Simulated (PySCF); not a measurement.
FGeH, neutral, multiplicity 1. Atoms are numbered in the order given.

```xyz
3

Ge     0.0530     0.3724     0.0000
H     -1.5378     0.5547     0.0000
F     -0.0177    -1.3858     0.0000
```
Charge 0, spin multiplicity 1.

Geometry: ωB97X-D3(BJ)/def2-TZVP.

Level of theory: ωB97X-D3(BJ)/def2-TZVP (PySCF).

Frequencies are harmonic and unscaled.

Computed harmonic wavenumbers and intensities:
```tsv
mode	ν (cm⁻¹)	IR (km/mol)	moving atoms (share of kinetic energy)
1	671	121.1	F 78 %, Ge 21 %
2	783	30.4	H 93 %
3	1919	456.6	H 99 %
```
